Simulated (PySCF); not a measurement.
Al(AsH2)2(H) (AlAs₂H₅), SMILES [AsH2][AlH][AsH2].

Coordinates come from a B3LYP-D3(BJ)/def2-SVP optimisation. The structure was generated by enumeration; whether it is a known compound was not checked.

Two levels are set side by side: TDDFT-PBE/def2-SVPD (PySCF) and TDDFT-PBE0/def2-SVPD (PySCF). Vertical, same geometry. The lowest singlet is HOMO→LUMO 99 % with PBE and HOMO→LUMO 98 % with the other functional; states are paired by order. Differences are taken from unrounded values.

| quantity | TDDFT-PBE0 | TDDFT-PBE | TDDFT-PBE minus TDDFT-PBE0 |
|---|---|---|---|
| lowest singlet excitation (eV) | 4.05 | 3.70 | -0.35 |
| lowest triplet excitation (TDA) (eV) | 3.57 | 3.27 | -0.30 |
| first bright state (f over 0.05) (eV) | 5.44 | 5.01 | -0.43 |
| its oscillator strength | 0.13 | 0.06 | -0.07 |

Functionals without exact exchange tend to place singlet excitations lower, as here. Differences between two approximate levels are no errors against the true value.

Rough cost on one machine, each run with all the roots and properties that it gave: TDDFT-PBE0 against TDDFT-PBE about 5 times.
